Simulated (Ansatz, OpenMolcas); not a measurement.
## Predicting a hybrid from its neighbours: GaHClO

GaHClO: 4 atoms, total charge 0, spin state doublet. SMILES: `[O][GaH][Cl]`. The shape is that of a PBE0-D4/def2-TZVP optimisation.

The dipole moment y, in D, basis def2-SVPD; a is the functional's share of exact exchange. Programs: Ansatz 0.2.0, OpenMolcas 26.06.

| functional | program | a | y (D) |
| --- | --- | --- | --- |
| U-revPBE | OpenMolcas | 0 | 2.04 |
| UPBE | Ansatz | 0 | 2.07 |
| UB3LYP | OpenMolcas | 0.2 | ? |
| UPBE0 | OpenMolcas | 0.25 | 2.13 |
| UBHLYP | OpenMolcas | 0.5 | 2.23 |

Task: Fit y = c + s·a to the known rows and predict UB3LYP.

Result: 
1. Means of the 4 rows: a = 0.1875, y = 2.117.
2. Σ(Δa)² = 0.17188, Σ(Δa·Δy) = 0.059375, so the slope is 0.059375/0.17188 = 0.34544.
3. Intercept: 2.117 − (0.34544) × 0.1875 = 2.052. The largest residual of the fit is 0.017.
4. UB3LYP: 2.052 + (0.34544) × 0.2 = 2.12 D.

The run gave 2.13 D, so the prediction is off by -0.01 D, within the largest residual. More exact exchange makes the molecule more polar here. The rows mix families of semi-local functionals, which the line can't see.
